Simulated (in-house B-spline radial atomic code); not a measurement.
RPA and G0W0 for the gold ion Au⁶⁺, [Xe] 4f14 5d5, highest spin, as one setting changes: the highest l of the empty states. Start: Hartree-Fock. A dash marks a level of low quasi-particle weight. Computed with an all-electron radial atomic-structure program (B-spline basis): all electrons, scalar-relativistic (spin-free one-electron X2C), finite nucleus, each spin shell either full or empty, empty states to the listed l with an (l + 1/2)⁻⁴ tail; G0W0 by contour deformation at full frequency.

Without the two-electron picture change, the correlation of inner shells comes somewhat too large for so heavy an element.

```json
{"highest l of the empty states": "5", "RPA summed (Eh)": "-5.3635", "RPA extrapolated (Eh)": "-6.2955", "G0W0 level (eV)": "5d up -97.26"}
{"highest l of the empty states": "6", "RPA summed (Eh)": "-5.7086", "RPA extrapolated (Eh)": "-6.3014", "G0W0 level (eV)": "5d up -97.28"}
{"highest l of the empty states": "7", "RPA summed (Eh)": "-5.8963", "RPA extrapolated (Eh)": "-6.28", "G0W0 level (eV)": "5d up -97.31"}
{"highest l of the empty states": "8", "RPA summed (Eh)": "-6.004", "RPA extrapolated (Eh)": "-6.2595", "G0W0 level (eV)": "5d up -97.30"}
{"highest l of the empty states": "9", "RPA summed (Eh)": "?", "RPA extrapolated (Eh)": "?", "G0W0 level (eV)": "?"}
{"highest l of the empty states": "10", "RPA summed (Eh)": "?", "RPA extrapolated (Eh)": "?", "G0W0 level (eV)": "?"}
{"highest l of the empty states": "11", "RPA summed (Eh)": "-6.1336", "RPA extrapolated (Eh)": "-6.2198", "G0W0 level (eV)": "5d up -97.28"}
```

Problem. What belongs in the row for 9?

Solution. RPA summed (Eh): -6.0681; RPA extrapolated (Eh): -6.2412; G0W0 level (eV): 5d up -97.29.

Problem. What belongs in the row for 10?

Solution. RPA summed (Eh): -6.1079; RPA extrapolated (Eh): -6.2287; G0W0 level (eV): 5d up -97.28.
